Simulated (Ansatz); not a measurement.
`Cl[SiH2]C#[C][GeH3]` + SiH₄ → `[SiH3]C#C[SiH2]Cl` + GeH₄  (formal exchange of groups at a C–Ge bond)

Computed with Ansatz on PBE0-D4/def2-TZVP structures; ΔE is electronic, products minus reactants. CBS: MP2 limit from def2 TZ/QZ plus the TZ coupled-cluster correction, frozen cores. This one scheme is used for every species. Functionals use def2-TZVPP. B3LYP here is the variant with VWN-RPA as its local correlation; programs differ in this. HSE06 is defined as in plane-wave codes. For Ge outer-core shells are correlated without core-valence functions, which leaves a few kJ/mol of doubt a bond. Scalar relativity is left out up to krypton.

```json
{"level": "B3LYP-D4", "ΔE (kJ/mol)": "-20.0", "difference from CCSD(T)/CBS": "-3.9"}
{"level": "HSE06-D4", "ΔE (kJ/mol)": "-19.3", "difference from CCSD(T)/CBS": "-3.2"}
{"level": "CAM-B3LYP-D4", "ΔE (kJ/mol)": "-19.3", "difference from CCSD(T)/CBS": "-3.2"}
{"level": "PBE", "ΔE (kJ/mol)": "-20.5", "difference from CCSD(T)/CBS": "-4.4"}
{"level": "r2SCAN", "ΔE (kJ/mol)": "-21.3", "difference from CCSD(T)/CBS": "-5.2"}
{"level": "B3LYP", "ΔE (kJ/mol)": "-20.2", "difference from CCSD(T)/CBS": "-4.1"}
{"level": "RPA@PBE/def2-TZVPP", "ΔE (kJ/mol)": "-10.2", "difference from CCSD(T)/CBS": "5.9"}
{"level": "CCSD(T)/def2-SVP", "ΔE (kJ/mol)": "-13.9", "difference from CCSD(T)/CBS": "2.2"}
{"level": "CCSD(T)/def2-TZVPP", "ΔE (kJ/mol)": "-12.3", "difference from CCSD(T)/CBS": "3.8"}
{"level": "MP2/CBS(def2)", "ΔE (kJ/mol)": "-15.9", "difference from CCSD(T)/CBS": "0.2"}
{"level": "CCSD(T)/CBS", "ΔE (kJ/mol)": "-16.1", "difference from CCSD(T)/CBS": "0"}
```

Largest T1 diagnostic among the species: 0.012.

Leaving LDA and LC-ωPBE aside and taking each functional with its dispersion term where it has one, the values, not all of them listed here, spread over 8.2 kJ/mol, from B97M-V to PBE-QIDH. In def2-TZVPP, CCSD(T) changes the Hartree–Fock value by +3.2 kJ/mol (the triples alone add +0.3 kJ/mol) and MP2 by +3.4 kJ/mol.

CCSD(T)/CBS has its own doubt, a few kJ/mol and more with outer-core shells, so smaller differences from it don't rank the levels.
